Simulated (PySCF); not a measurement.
# Nuclear quadrupole coupling in `C=CCn1nc(F)cc1[SiH3]`

C6H9FN2Si.
Z-matrix (Å and degrees, GFN2-xTB geometry), rows numbered from 1:
```
C 
C   1  1.3188
C   2  1.5012  1  124.13
N   3  1.4394  2  111.21  1   125.26
N   4  1.3286  3  119.48  2   103.62
C   5  1.3190  4  105.04  3  -177.92
F   6  1.3314  5  121.14  4  -179.52
C   6  1.3945  5  111.99  4     0.16
C   4  1.3529  3  127.60  2   -73.57
Si  9  1.8723  4  125.35  3    -2.45
H   1  1.0777  2  121.78  3     0.16
H   1  1.0762  2  121.88  3   179.41
H   2  1.0813  1  121.10  3   179.73
H   3  1.0944  2  109.78  1  -117.65
H   3  1.0934  2  110.50  1     3.28
H   8  1.0695  6  127.83  5  -179.72
H  10  1.4666  9  108.79  4   -47.60
H  10  1.4600  9  107.15  4  -166.88
H  10  1.4635  9  109.61  4    72.47
```

Field gradients from the PBE0/pcSseg-1 density (PySCF, non-relativistic), principal values in atomic units, ordered |Vxx| ≤ |Vyy| ≤ |Vzz|:

```json
{"atom": "N4", "Vxx": "0.2011", "Vyy": "0.5367", "Vzz": "-0.7377"}
{"atom": "N5", "Vxx": "0.0944", "Vyy": "0.8373", "Vzz": "-0.9317"}
```

Task: Find the asymmetry η = (Vxx − Vyy)/Vzz and the couplings χ = eQV/h (234.96 MHz × Q in barn × V in au), with Q(14N) = 0.02044 b.

Result: 
```
atom             environment  nucleus     η  χzz (MHz)  χxx (MHz)  χyy (MHz)
  N4   pyrrole-type nitrogen      14N  0.45     -3.543      0.966      2.577
  N5  pyridine-type nitrogen      14N  0.80     -4.475      0.454      4.021
```

Task: What is Vzz at N4 in SI units (1 au = 9.71736 × 10²¹ V/m²)?

Result: -0.7377 au = -7.169 × 10²¹ V/m².

Task: What couplings would deuterons (Q(2H) = 0.00286 b) have in place of the hydrogens, at this geometry?

Result: 
| atom | bonded to | bond length (Å) | Vzz (au) | η | χzz (kHz) |
| --- | --- | --- | --- | --- | --- |
| H11 | C1 | 1.078 | 0.3344 | 0.05 | 225 |
| H12 | C1 | 1.076 | 0.3375 | 0.04 | 227 |
| H13 | C2 | 1.081 | 0.3228 | 0.06 | 217 |
| H14 | C3 | 1.094 | 0.2884 | 0.04 | 194 |
| H15 | C3 | 1.093 | 0.2926 | 0.06 | 197 |
| H16 | C8 | 1.070 | 0.3520 | 0.08 | 237 |
| H17 | Si10 | 1.467 | 0.1600 | 0.03 | 108 |
| H18 | Si10 | 1.460 | 0.1643 | 0.02 | 110 |
| H19 | Si10 | 1.464 | 0.1621 | 0.01 | 109 |

One conformer (not necessarily the lowest) at the GFN2-xTB geometry, without solvent, vibrations or thermal averaging. GFN2-xTB bond lengths can be off by several hundredths of an ångström, more for odd bonds, and the gradients follow them. A larger basis could move these couplings by a tenth or more.
